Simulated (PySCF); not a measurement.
Levels of Fe²¹⁺ from EOM-EA-GCCSD

Reference: closed-shell Fe²²⁺, [He] 2s2; one electron is added. Calculated with PySCF 2.14, two-component X2C-1e with screened spin-orbit coupling, an even-tempered Gaussian basis (17 s from 1.4 bohr⁻², ratio 2.6; 12 p from 1.8 bohr⁻², ratio 2.6; 7 d from 1.9 bohr⁻², ratio 2.8; 4 f from 39 bohr⁻², ratio 2.8); frozen nothing; the 34 highest virtual spinors dropped; of the others 50 kept and the rest restored at second order. No Breit or QED terms. Binding energies in eV.

```tsv
level	Koopmans	second order	EOM-CCSD
2p1/2	1800.6	1801.1	1799.7
2p3/2	1785.3	1785.9	1785.0
```

For comparison, the ionisation energy of Fe²¹⁺ is 1798.4 ± 0.8 eV (semi-empirical (NIST evaluation); NIST Atomic Spectra Database, ionization energies).

Only part of the computed levels is shown.
